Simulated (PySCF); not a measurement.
## Computed properties of 1,1,2-trichloro-2-fluoroethene (C2Cl3F), SMILES FC(=C(Cl)Cl)Cl

1,1,2-trichloro-2-fluoroethene (C₂Cl₃F), SMILES FC(Cl)=C(Cl)Cl. Coordinates come from a B3LYP-D3(BJ)/def2-SVP optimisation. The values are those of a single conformer. All values are computed for the isolated molecule unless a solvent is named; none is compared with measurement here.

**Structure.** The optimised structure has Cs symmetry. All 12 harmonic modes at B3LYP-D3(BJ)/def2-SVP (PySCF) are real, so it is a minimum. With heavy atoms numbered as in [F:1][C:2]([Cl:3])=[C:4]([Cl:5])[Cl:6], the shortest bond between them is F1–C2 at 1.323 Å and the longest C4–Cl6 at 1.729 Å.

**Vibrations.** The strongest infrared lines (harmonic, unscaled, degenerate partners summed) lie at 850 cm⁻¹ (146 km/mol, C 75 %, Cl 20 %), 1218 cm⁻¹ (131 km/mol, C 72 %, F 27 %), 974 cm⁻¹ (116 km/mol, C 85 %, Cl 9 %). The softest mode is at 121 cm⁻¹ and the zero-point energy is 10.7 kcal/mol.

**Electronic structure.** M06-2X/def2-TZVP (PySCF) places the frontier levels at -8.59 and 0.15 eV, a gap of 8.74 eV, and gives a dipole moment of 0.49 D and a mean polarisability of 60.6 bohr³. PBE/def2-TZVP (PySCF) at the same geometry gives -6.13 and -1.65 eV, so its gap is 4.26 eV narrower. An orbital gap is neither the optical nor the fundamental gap.

**Excitations.** TDDFT-PBE0/def2-SVPD (PySCF) has S1 at 5.33 eV (233 nm, f = 0.000, dark); the most intense of the 10 singlets computed lies at 6.30 eV (f = 0.38). T1 (TDA) is at 3.73 eV. TDDFT-PBE/def2-SVPD (PySCF) puts S1 at 4.85 eV. No vertical singlet excitation falls in the visible range (under 3.1 eV).

**NMR.** GIAO shifts at PBE0/pcSseg-1 (PySCF) (non-relativistic, atoms alike by connectivity averaged): ¹³C from 129.6 to 160.2 ppm against TMS; ¹⁹F at -80.5 ppm against CFCl3. Without spin–orbit terms, shifts of atoms bonded to Cl or Br come out too high.
